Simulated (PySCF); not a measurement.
## Two-component Hartree-Fock for Si⁶⁺ (silicon, charge +6)

Start: [He] 2s2 2p4; 2p1/2 filled at m_j = -1/2, +1/2; 2p3/2 filled at m_j = +1/2, +3/2. Calculated with PySCF 2.14 in an uncontracted even-tempered set (18 s from 0.6 bohr⁻², ratio 2.4; 11 p from 0.78 bohr⁻², ratio 2.4; 5 d from 5 bohr⁻², ratio 2.6; 5 f from 7.5 bohr⁻², ratio 2.6): generalised Hartree-Fock with the X2C-1e Hamiltonian and a Gaussian nucleus; one run each with spin-orbit coupling (SO) switched off, then screened by Boettger's factors.

```
spinor shell  electrons  ε, spin-free (eV)  ε, screened SO (eV)  weight of nominal j (screened SO)  rms radius, screened SO (bohr)
       1s1/2          2            -2037.0              -2037.0                              1.000                           0.128
       2s1/2          2            -295.12              -295.10                              1.000                           0.577
       2p3/2          2            -254.40              -257.25                              0.826                           0.534
       2p1/2          2            -254.40              -251.63                              0.686                           0.538
```

```json
{"quantity": "E (hartree)", "spin-free": "-272.21803", "screened SO": "-272.22791"}
{"quantity": "M_J", "spin-free": "2", "screened SO": "2"}
{"quantity": "⟨J²⟩", "spin-free": "6.001", "screened SO": "6.002"}
{"quantity": "⟨L²⟩", "spin-free": "2.001", "screened SO": "2.014"}
{"quantity": "⟨S²⟩", "spin-free": "2.001", "screened SO": "1.994"}
```

Each row is a mean over spinors that exchange with the open shell spreads, by up to 19.520 eV (2s1/2).

Rows whose weight is well below 1 are mixtures of j = l ± 1/2: exchange outweighs spin-orbit coupling there, and the label is only the starting occupation.

Without spin-orbit coupling the j labels of p, d and f shells carry no meaning; the spin-free column gives the mean over the occupied spinors of each nl shell.
